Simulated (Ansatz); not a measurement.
One change: `C[CH]([AlH2])[SiH2]F` becomes `CC[CH](C)[AlH2]`.

Ansatz, PBE0-D4/def2-TZVP geometries, multiplicity 1. Each molecule was computed in one conformer, which needn't be the lowest.

| property | `C[CH]([AlH2])[SiH2]F` |
| --- | --- |
| HOMO energy (B3LYP/def2-TZVPP) / eV | -7.05 |
| LUMO energy (B3LYP/def2-TZVPP) / eV | -1.12 |
| LUMO energy (PBE0/def2-TZVPP) / eV | -0.92 |
| LUMO energy (PBE/def2-TZVPP) / eV | -1.75 |
| HOMO–LUMO gap (PBE0/def2-TZVPP) / eV | 6.34 |
| size of the dipole moment (ωB97M-V/def2-TZVPP) / D | 2.45 |

Task: What does the change do to each property? (Best estimate.)

Result: Computed: 
```csv
property,`CC[CH](C)[AlH2]`,shift
HOMO energy (B3LYP/def2-TZVPP) / eV,-6.92,0.13
LUMO energy (B3LYP/def2-TZVPP) / eV,-1.42,-0.30
LUMO energy (PBE0/def2-TZVPP) / eV,-1.22,-0.30
LUMO energy (PBE/def2-TZVPP) / eV,-2.01,-0.26
HOMO–LUMO gap (PBE0/def2-TZVPP) / eV,5.88,-0.46
size of the dipole moment (ωB97M-V/def2-TZVPP) / D,1.10,-1.35
```

With PBE0 the HOMO rises by 0.16 eV and the LUMO falls by 0.30 eV, so the gap narrows by about 0.46 eV. PBE moves the HOMO by 0.20 eV and ωB97M-V by 0.11 eV. Dipoles are sizes alone; their direction can turn.

B3LYP here is the variant with VWN-RPA as its local correlation; programs differ in this.
